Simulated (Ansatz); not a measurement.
Z-matrix (Å, degrees):
```
Ge
Br 1 2.308
H 1 1.546 2 107.1
H 1 1.546 2 107.1 3 120.1
```

Total charge 0; spin multiplicity 2.

(1) List the PBE/def2-TZVPP orbital energies in eV (the Gaussian-basis code of Ansatz). (An estimate is asked.)

Answers

(1) The calculation gave: α occupied: -13088.99, -10805.39, -1682.12, -1516.50, -1516.43, -1516.42, -1338.70, -1192.15, -1192.12, -1192.09, -228.91, -171.08, -170.88, -170.84, -163.27, -114.79, -114.71, -114.62, -67.74, -67.70, -67.67, -67.52, -67.52, -30.59, -30.56, -30.48, -30.47, -30.42, -19.36, -13.77, -9.26, -9.07, -7.75, -7.16, -5.47. α empty: -1.54, -0.17, 0.38, 2.98, 3.69, 3.77, 4.07, 4.42. β occupied: -13088.99, -10805.36, -1682.12, -1516.49, -1516.42, -1516.41, -1338.69, -1192.13, -1192.10, -1192.08, -228.89, -171.07, -170.87, -170.84, -163.23, -114.74, -114.65, -114.60, -67.73, -67.68, -67.66, -67.51, -67.51, -30.52, -30.45, -30.44, -30.38, -30.35, -19.25, -13.36, -9.01, -8.90, -7.51, -7.08. β empty: -4.24, -1.24, 0.13, 0.88, 3.45, 4.01, 4.15, 4.35. ⟨S²⟩ = 0.752.
